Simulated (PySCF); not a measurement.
**Correlation energy of Ru²⁺ (ruthenium, charge +2)**

[Kr] 4d6, high-spin 5D determinant. Computed with PySCF 2.14 in def2-TZVPPD with the def2 core potential (28 electrons) (6s4p3d2f1g, 56 functions), with scalar relativity through the core potential. Frozen: nothing; 14 electrons correlated.

```csv
level,correlation energy (mhartree)
CCSD,-393.58
(T),-8.74
CCSD(T),-402.32
```

Diagnostics: T1 = 0.0036, D1 = 0.0077, largest double amplitude 0.028.

Question: Is a single reference adequate?

Answer: Yes, within this model without spin-orbit coupling: T1 lies below 0.03 and no double amplitude reaches 0.07.

The basis has no tight functions for the innermost shells, so their pair energies are far from complete.

This basis was not built for core-valence correlation, so the inner-shell part is incomplete.
